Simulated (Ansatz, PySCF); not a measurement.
This triplet is an excited state, 2.64 eV above the relaxed singlet at the level frozen-core CCSD(T)/cc-pVTZ // PBE0-D3(BJ)/def2-TZVP (Ansatz, a first-principles code).

Cartesian coordinates (Å):
```xyz
4

O     -1.0272     0.0717     0.3517
Si     0.3774     0.7194    -0.2210
Cl     2.1395    -0.2807     0.1272
H     -1.4897    -0.5104    -0.2579
```
Charge 0, spin multiplicity 3.

### Question
Predict the highest occupied spin orbital, total energy and dipole moment from PBE0-D3(BJ)/def2-TZVP (PySCF).

### Answer

```json
{
  "highest_occupied_spin_orbital": "-4.95 eV",
  "total_energy": "-825.2048 Ha",
  "dipole_moment": "1.77 D"
}
```
